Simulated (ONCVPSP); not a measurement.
# Ca (Z = 20): variants of one ONCV potential

Base potential:

ONCVPSP 4.0.1 input, shortened (lines: element, Z, core and valence counts, functional; n l f; lmax; l rc ep ncon nbas qcut; lloc lpopt rc5 dvloc0; l nproj debl; icmod fcfact rcfact), PW91, fully relativistic:

```
  Ca 20.00    3    3  -109134      upf
    1    0    2.00
    2    0    2.00
    2    1    6.00
    3    0    2.00
    3    1    6.00
    4    0    2.00
    2
    0    2.10    0.00    3    8    4.80
    1    1.40    0.00    3    6   11.70
    2    2.25    0.11    4    8    3.70
    4    5    1.00   -1.00
    0    2    2.20
    1    2    2.40
    2    2    0.70
    1    0.55    0.00
```

Open shells are filled in proportion to 2j + 1.

In the d channel the program set the typed energies aside and used -0.073, 0.627 Ha (j = l + 1/2; the other j can differ).

Cutoffs, loose and tight: the cutoffs (Ha) at which the residual kinetic energy of the hardest occupied pseudo-wave falls to 1 and 0.1 mHa per electron. They do not see the model core or the augmentation charge, which bear on the density cutoff. Test errors are all-electron minus pseudo excitation energies from the reference, over the configurations 3s2 3p6 4s1; 3s2 3p6 4s0; 3s2 3p6 4s1.5; 3s2 3p6 3d1 4s1. A dash means not determined; rows that change the core or the reference have their own tests. The largest error is taken over the tests solved by every variant that gives reliable tests at all: 3s2 3p6 4s0; 3s2 3p6 4s1; 3s2 3p6 4s1.5.

```tsv
change	outcome	cutoff, loose	cutoff, tight	bound ghosts	GHOST(+) flags above zero	largest test error (meV)
base	generated, projector energies reset by the program	29 Ha	39 Ha	none	s	-3.2
local potential polynomial inside 1.00 bohr (lpopt 5, dvloc0 -2.5 Ha)	generated, projector energies reset by the program	29 Ha	39 Ha	none	s, d5/2, d3/2	-3.2
local potential polynomial inside 1.00 bohr (lpopt 5, dvloc0 -0.5 Ha)	generated, projector energies reset by the program	29 Ha	39 Ha	none	s	-3.2
local potential polynomial inside 1.00 bohr (lpopt 5, dvloc0 0.5 Ha)	generated, projector energies reset by the program	29 Ha	39 Ha	none	none	-3.2
local potential polynomial inside 1.00 bohr (lpopt 5, dvloc0 1.5 Ha)	generated, projector energies reset by the program	29 Ha	39 Ha	none	none	-3.2
local potential polynomial inside 1.00 bohr (lpopt 5, dvloc0 3 Ha)	generated, projector energies reset by the program	29 Ha	39 Ha	none	none	-3.2
local potential polynomial inside 1.00 bohr (lpopt 5, dvloc0 4 Ha)	generated, projector energies reset by the program	29 Ha	39 Ha	none	none	-3.2
local potential polynomial inside 1.00 bohr (lpopt 5, dvloc0 5.5 Ha)	generated, projector energies reset by the program	29 Ha	39 Ha	none	none	-3.2
local potential polynomial inside 1.00 bohr (lpopt 5, dvloc0 7 Ha)	generated, projector energies reset by the program	29 Ha	39 Ha	none	none	-3.2
local potential polynomial inside 1.00 bohr (lpopt 5, dvloc0 8.5 Ha)	generated, projector energies reset by the program	29 Ha	39 Ha	none	none	-3.2
local potential polynomial inside 1.00 bohr (lpopt 5, dvloc0 9 Ha)	generated, projector energies reset by the program	29 Ha	39 Ha	none	none	-3.3
```

Reading the sweep of the dvloc0 (base included, trends over the rows without a ghost): The loose cutoff stays near 29 Ha.
